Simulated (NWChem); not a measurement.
# Atomisation of hydrogen bromide (HBr)

SMILES: Br
```xyz
2

Br     0.0000     0.0000     0.0397
H      0.0000     0.0000    -1.3885
```
Charge 0, spin multiplicity 1.

Program: NWChem. The geometry was optimised at B3LYP/def2-SVP, a minimum by its harmonic frequencies.

Basis set: def2-TZVP. The atomisation energy is electronic alone: no zero-point, thermal, spin-orbit or counterpoise terms. No value is extrapolated to the basis-set limit. Free atoms are single determinants with multiplicities Br 2, H 2. Correlated methods freeze the same cores in atoms and molecule, 9 orbitals in all.

The Hamiltonian is non-relativistic. The correlated methods keep 9 core orbitals frozen. B3LYP has NWChem's definition, with VWN1-RPA local correlation. No SCF solution was tested for a lower state. Open-shell Hartree-Fock references start from PBE0 orbitals.

**Question.** For the atomisation energy, M06-2X gives 89.2 kcal/mol and BLYP gives 91.0 kcal/mol. What do MP2, BP86 give?

**Answer.** MP2: 88.8 kcal/mol; BP86: 95.3 kcal/mol.
